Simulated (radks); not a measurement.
Values are calculated unless marked as measured or tabulated.
Effect of the nuclear size on the bismuth ion Bi+, [Hg] 6p2. Code: a radial shooting solver on a logarithmic mesh with Libxc functionals. Model: Dirac Kohn-Sham, BLYP, spin-unpolarised, spherical densities, finite nucleus; open shells fill j = l - 1/2 first; Fermi nuclear charge, rms radius 5.5211 fm. The rms radius is varied about that value; shifts are against it.

| rms radius (fm) | total energy shift (eV) | density at nucleus (e/bohr^3) | 1s1/2 shift (meV) | 2s1/2 shift (meV) | 4p1/2 shift (meV) | 5s1/2 shift (meV) | 5p1/2 shift (meV) | 6s1/2 shift (meV) | 6p1/2 shift (meV) |
|---|---|---|---|---|---|---|---|---|---|
| 4.853 | -33.0 | 3.147e+06 | -13100 | -2010 | -2.87 | -24.9 | 0.438 | -2.87 | 0.373 |
| 5.2064 | -15.9 | 3.049e+06 | -6300 | -967 | -1.38 | -11.9 | 0.209 | -1.38 | 0.179 |
| 5.5211 | 0 | 2.97e+06 | 0.000 | 0.000 | 0.000 | 0.000 | 0.000 | 0.000 | 0.000 |
| 6.007 | 25.5 | 2.86e+06 | 10100 | 1550 | 2.24 | 19.2 | -0.334 | 2.21 | -0.287 |
| 6.4983 | 52.4 | 2.761e+06 | 20800 | 3200 | 4.62 | 39.4 | -0.683 | 4.55 | -0.591 |

Slopes of the eigenvalues against <r^2> in GHz/fm^2, as finite differences over the two radii next to the reference (eigenvalue slopes, not the field-shift constants of lines): 1s1/2 442000, 2s1/2 67900, 4p1/2 97.5, 5s1/2 838, 5p1/2 -14.6, 6s1/2 96.5, 6p1/2 -12.6.
